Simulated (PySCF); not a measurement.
A calculated (PBE, PySCF 2.14, aug-cc-pwCVDZ, no relativity, point nucleus) atom or ion has these occupied shells.

| shell | electrons | orbital energy (eV) | rms radius, mean of both spins (bohr) |
| --- | --- | --- | --- |
| 1s α | 1 | -2079.3 | 0.121 |
| 1s β | 1 | -2078.9 | 0.121 |
| 2s α | 1 | -174.24 | 0.569 |
| 2s β | 1 | -173.76 | 0.569 |
| 2p α | 3 | -125.72 | 0.544 |
| 2p β | 3 | -125.15 | 0.544 |
| 3s α | 1 | -15.704 | 2.01 |
| 3p α | 3 | -6.977 | 2.53 |
| 3p β | 1 | -4.724 | 2.53 |

**Question.** Name the element and its charge.

**Answer.** P (phosphorus, neutral), in [Ne] 3s1 3p4, high-spin 4P determinant (an excited configuration).
